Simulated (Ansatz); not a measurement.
Consider the ligand exchange at the Si–N bond: `[OH][GeH2][NH][SiH3]` + `[OH][Al]([OH])[Br]` → `[OH][Al]([Br])[O][SiH3]` + `[NH2][GeH2][OH]`.

Program: Ansatz. Geometries: PBE0-D4/def2-TZVP. ΔE: electronic, gas phase. CCSD(T)/CBS is the MP2 limit (def2-TZVPP, def2-QZVPP) plus CCSD(T) − MP2 in def2-TZVPP, frozen cores. Functionals use def2-TZVPP. For Br, Ge outer-core shells are correlated without core-valence functions, which leaves a few kJ/mol of doubt a bond. Scalar relativity is left out up to krypton. Each species was taken in one conformer, which may not be the lowest.

| species | PBE0-D4 energy (Eh) |
| --- | --- |
| `[OH][GeH2][NH][SiH3]` | -2500.27596 |
| `[OH][Al]([OH])[Br]` | -2967.93697 |
| `[OH][Al]([Br])[O][SiH3]` | -3258.55534 |
| `[NH2][GeH2][OH]` | -2209.67264 |

(1) Work out ΔE.

Largest T1 diagnostic among the species: 0.012.

Results:

(1) ΔE = (-3258.55534) + (-2209.67264) − (-2500.27596) − (-2967.93697) = -0.01505 Eh = -0.41 eV. CCSD(T)/CBS gives -0.45 eV.

In def2-TZVPP, CCSD(T) changes the Hartree–Fock value by +0.17 eV (the triples alone add +0.03 eV) and MP2 by +0.18 eV. From PBE to PBE0 (25 % exact exchange), in def2-TZVPP and without D4, ΔE moves by −0.04 eV.
